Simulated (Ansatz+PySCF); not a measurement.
The numbers below are computed, except where a source is named.
## Several solutions for sextet MnO

```xyz
2

Mn    0.0000    0.0000    0.0000
O     0.0000    0.0000    1.7118
```

Basis set: def2-SVP (spherical functions). Charge 0, multiplicity 6.

PBE0 (restricted open-shell) was run from several starts with Ansatz (development build ahead of 0.2.0) and PySCF 2.14.0.

| run | program | start | converged | energy (hartree) | <S²> |
| --- | --- | --- | --- | --- | --- |
| A | Ansatz | search for the lowest state | yes | -1225.64756 | 8.75 |
| B | Ansatz | atomic start, no search | yes | -1225.64756 | 8.75 |
| C | PySCF | program defaults | no | – | – |
| D | Ansatz | stability test followed | yes | -1225.64756 | 8.75 |

Task: Which runs reached the lowest solution of this kind, and what is wrong with the others?

Result: A, B, D reached the lowest solution found. Not converged: C. Caution: another spin multiplicity may lie lower.
